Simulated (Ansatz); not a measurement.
System: CH₃F₂Si, charge 0, multiplicity 2. It need not be the lowest isomer of its formula. SMILES: C[Si](F)F
Geometry: optimised at B3LYP-D3(BJ)/def2-TZVP (Ansatz, a first-principles code).

Parts of the frozen-core correlation energy in cc-pV(T+d)Z (Ansatz, hartree). Frozen orbitals: 8; correlated occupied orbitals by spin: 13 and 12; virtual: 150 and 151. Open shells are spin-unrestricted. No spin-orbit coupling. No relativistic terms.

```json
[
 {"term": "reference (HF)", "value": "-527.64286"},
 {"term": "MP2 opposite-spin", "value": "[?]"},
 {"term": "MP2 same-spin", "value": "[?]"},
 {"term": "CCSD correlation", "value": "[?]"},
 {"term": "(T)", "value": "-0.02530"},
 {"term": "T1 diagnostic", "value": "0.013"},
 {"term": "largest doubles amplitude", "value": "0.024"},
 {"term": "<S^2> of the reference", "value": "0.754"}
]
```

Q: Fill in the missing entries.

A: 
- MP2 opposite-spin, value: -0.58108
- MP2 same-spin, value: -0.19483
- CCSD correlation, value: -0.79429
